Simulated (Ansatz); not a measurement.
Input for Ansatz (an electronic-structure program): R-r2SCAN/def2-TZVPPD on C3H8Si (a complex), monomers drawn apart or pushed together. Files ending in .json are basis or fitting sets from the Basis Set Exchange.

Ansatz 0.2 input:
```yaml
crystal:
  periodic: [false, false, false]
  atoms:
    - {symbol: Si, position_ang: [-0.18064048, -0.03076817, 0.10956112]}
    - {symbol: H, position_ang: [-0.64126556, -1.42512559, 0.28734278]}
    - {symbol: H, position_ang: [-1.04138539, 0.88637235, 0.88805706]}
    - {symbol: H, position_ang: [-0.26707869, 0.32864671, -1.32622388]}
    - {symbol: H, position_ang: [1.22299109, 0.09719007, 0.55753173]}
    - {symbol: C, position_ang: [0.14271458, -1.25299464, 4.05331463]}
    - {symbol: C, position_ang: [0.17731393, 0.02767482, 4.27577481]}
    - {symbol: C, position_ang: [0.20990482, 1.30976962, 4.48504811]}
    - {symbol: H, position_ang: [1.02584612, -1.79158991, 3.72943282]}
    - {symbol: H, position_ang: [-0.76969012, -1.82317180, 4.18386289]}
    - {symbol: H, position_ang: [0.45138021, 1.71648418, 5.46016250]}
    - {symbol: H, position_ang: [-0.00444767, 2.01197963, 3.68758586]}
basis:
  gaussian:
    orbitals: def2-TZVPPD.json
hamiltonian:
  xc: {name: r2SCAN}
scf: {lower_state_search: off}
```

The head of its log:

```
Functional definition: r2SCAN
[...]
these checks for a lower state are left out or cut short: stability, starts, cluster_reference, orbital_swaps, neighbouring_geometries, increment
integrals: 0.22 GiB planned
1299 factors; their error is unknown
mean field: 1.61 GiB planned
mean field evaluation 1: about -11107.3193 eV, gradient 5.7e1 eV
mean field evaluation 2: about -11105.4468 eV, gradient 6.1e1 eV
```

Task: What total energy does the run end on?

Result: -408.4812 hartree.
